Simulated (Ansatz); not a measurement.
The cluster Hf3O6 was relaxed with PBE-D4 (def2-SVP) in Ansatz in these states: neutral quintet, neutral singlet, neutral triplet. The geometries follow in no particular order.

In the def2 sets Hf takes a core potential; there is no spin–orbit coupling.

A:

```xyz
9

Hf    2.068   -0.545    0.079
Hf   -1.446   -1.306    0.722
Hf   -0.472    2.042   -0.387
O    -1.989   -1.490    2.419
O    -1.663    0.603    0.253
O     1.338    1.292   -0.074
O     0.513   -1.583    0.713
O     2.396   -1.154   -1.572
O    -0.745    2.142   -2.152
```

B:

```xyz
9

Hf   -1.433    0.725    1.057
Hf   -0.315   -1.662   -1.376
Hf    1.619    1.024    0.005
O    -0.916   -1.368   -3.050
O     1.297   -0.546   -1.171
O    -0.052    2.008    0.432
O    -1.631   -0.827   -0.170
O    -1.223    0.121    2.802
O     2.653    0.524    1.470
```

C:

```xyz
9

Hf   -0.9312   -1.2942    1.2128
Hf    1.2453   -0.6285   -1.5208
Hf   -0.9439    1.7672   -0.0613
O     2.2972   -1.2821   -3.1009
O     0.4433    1.1611   -1.3627
O    -2.0154    0.3316    0.8147
O     0.4535   -1.7831   -0.1389
O    -0.2670   -1.2266    2.9481
O    -0.2818    2.9547    1.2090
```

Task: Judge from the bond lengths which geometry belongs to which state (an estimate).

Result: A is the neutral singlet (Hf1–Hf3 3.655 Å, Hf2–O4 1.791 Å, Hf2–Hf3 3.659 Å); B is the neutral triplet (Hf1–Hf3 3.243 Å, Hf2–O4 1.802 Å, Hf2–Hf3 3.586 Å); C is the neutral quintet (Hf1–Hf3 3.316 Å, Hf2–O4 2.008 Å, Hf2–Hf3 3.558 Å).

At PBE0-D4/def2-TZVP a singlet lies 2.71 eV below the neutral triplet. At PBE0-D4/def2-TZVP a singlet lies 4.99 eV below the neutral quintet. These are the stationary points nearest to one start from a short search; other shapes may lie lower in each state.
